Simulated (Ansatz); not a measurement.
A run for Ansatz (a quantum-chemistry and plane-wave program): R-PBE/def2-TZVPP on H3IrO3 (SMILES [OH][Ir]([OH])[OH]), 2S+1 = 1, a spin state set in the input, which need not be the lowest. Elements past Kr take the def2 small-core potentials; no spin–orbit coupling.

Ansatz 0.2 input:
```yaml
crystal:
  periodic: [false, false, false]
  atoms:
    - {symbol: Ir, position_ang: [0.02589833, 0.09856187, 0.04086247]}
    - {symbol: O, position_ang: [1.66555358, -0.38722046, -0.66004852]}
    - {symbol: H, position_ang: [2.32726879, 0.27178663, -0.38487393]}
    - {symbol: O, position_ang: [-0.48004765, -0.52263171, 1.70514010]}
    - {symbol: H, position_ang: [-0.90529062, -1.39269227, 1.61135756]}
    - {symbol: O, position_ang: [-1.09579647, 1.19821706, -0.93079906]}
    - {symbol: H, position_ang: [-1.63939388, 0.65847535, -1.53072687]}
basis:
  gaussian:
    orbitals: def2-TZVPP
hamiltonian:
  xc: {name: PBE}
```

The head of its log:

```
WARN ansatz: RAYON_NUM_THREADS=4 ignored (pool sized by the plan → 4); use --threads N
Functional definition: PBE
integrals: 0.09 GiB planned
982 factors; their error is unknown
mean field: 0.71 GiB planned
mean field evaluation 1: about -9013.1842 eV, gradient 9.7e1 eV
mean field evaluation 2: about -8919.4569 eV, gradient 2.4e2 eV
```

Task: What total energy does the run end on?

Result: -331.7799 hartree.
